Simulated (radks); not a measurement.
Species: the ytterbium ion Yb4+. Configuration: [Xe] 4f12 (the NIST ground configuration).

All-electron calculation, scalar-relativistic Kohn-Sham, LDA (Slater exchange, VWN5 correlation), spin-polarised, spherical densities, finite nucleus; open shells are filled with parallel spins first (spin-orbit coupling, left out, can overturn this in heavy ions); Fermi nuclear charge, rms radius 5.3108 fm. Program: a radial shooting solver on a logarithmic mesh with Libxc functionals.

Energy parts (Ry):
part                       energy
total                 -28092.3258
kinetic                30599.7379
electron-nucleus      -68894.7417
Hartree                10767.0615
exchange-correlation    -564.3835

Orbitals (lengths in bohr, moments of r in powers of bohr; r(max) is where P^2 peaks):
| orbital | occ. | eigenvalue (Ry) | <r> | <r^2> | r(max) | <1/r> |
|---|---|---|---|---|---|---|
| 1s down | 1 | -4500.217 | 0.01968 | 0.0005307 | 0.01238 | 80.55 |
| 1s up | 1 | -4500.217 | 0.01968 | 0.0005307 | 0.01238 | 80.55 |
| 2s up | 1 | -766.0303 | 0.08340 | 0.008222 | 0.07064 | 18.78 |
| 2s down | 1 | -766.0267 | 0.08340 | 0.008222 | 0.07064 | 18.78 |
| 2p up | 3 | -676.0307 | 0.07417 | 0.006719 | 0.05757 | 17.25 |
| 2p down | 3 | -676.0280 | 0.07417 | 0.006719 | 0.05757 | 17.25 |
| 3s up | 1 | -175.9667 | 0.2170 | 0.05382 | 0.1997 | 6.936 |
| 3s down | 1 | -175.8917 | 0.2170 | 0.05379 | 0.1996 | 6.938 |
| 3p up | 3 | -148.8267 | 0.2164 | 0.05430 | 0.1967 | 6.460 |
| 3p down | 3 | -148.7520 | 0.2164 | 0.05427 | 0.1967 | 6.462 |
| 3d up | 5 | -115.6617 | 0.1962 | 0.04516 | 0.1602 | 6.120 |
| 3d down | 5 | -115.6035 | 0.1962 | 0.04513 | 0.1602 | 6.122 |
| 4s up | 1 | -37.98733 | 0.4873 | 0.2681 | 0.4550 | 2.942 |
| 4s down | 1 | -37.84389 | 0.4874 | 0.2682 | 0.4550 | 2.941 |
| 4p up | 3 | -29.04826 | 0.5170 | 0.3042 | 0.4759 | 2.687 |
| 4p down | 3 | -28.90815 | 0.5172 | 0.3044 | 0.4759 | 2.686 |
| 4d up | 5 | -17.26571 | 0.5565 | 0.3593 | 0.4899 | 2.382 |
| 4d down | 5 | -17.12988 | 0.5570 | 0.3600 | 0.4899 | 2.380 |
| 5s up | 1 | -7.66140 | 1.160 | 1.509 | 1.048 | 1.148 |
| 5s down | 1 | -7.60130 | 1.164 | 1.520 | 1.051 | 1.143 |
| 5p up | 3 | -5.45432 | 1.339 | 2.021 | 1.185 | 0.9767 |
| 5p down | 3 | -5.40993 | 1.345 | 2.039 | 1.189 | 0.9716 |
| 4f up | 7 | -4.28784 | 0.6938 | 0.6118 | 0.4753 | 1.850 |
| 4f down | 5 | -4.16442 | 0.6998 | 0.6248 | 0.4760 | 1.840 |

The highest occupied level is 4f down at -56.660 eV. The spin density at the nucleus is -0.214 e/bohr^3 (1s 0.003, 2s -0.843, 3s -7.261, 4s 2.062, 5s 5.825). Summed over all electrons, <r^2> = 29.52 bohr^2, which gives a Langevin (diamagnetic) susceptibility term of -23.4 x 10^-6 cm^3/mol. The density falls to 0.001 e/bohr^3 at r = 2.92 bohr.
